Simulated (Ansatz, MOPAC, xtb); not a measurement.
**A ladder of methods for Cu2 (SMILES [Cu][Cu])**

Cu2, singlet, SMILES `[Cu][Cu]`. Each level relaxes the structure for itself.

Quantity: the equilibrium bond length, in Å. The values are calculated.

The value from experiment is 2.220 Å (Huber and Herzberg, Constants of Diatomic Molecules). From what is known of these methods, estimate their order from the nearest to it to the farthest.
A. PBE/def2-SVP (Ansatz)
B. r2SCAN/def2-TZVP (Ansatz)
C. PM7- (MOPAC)
D. GFN2-xTB (xtb)
E. HF/3-21G (Ansatz)

D (2.225 Å, +0.005), B (2.228 Å, +0.008), A (2.202 Å, -0.018), C (2.348 Å, +0.128), E (1.925 Å, -0.295).
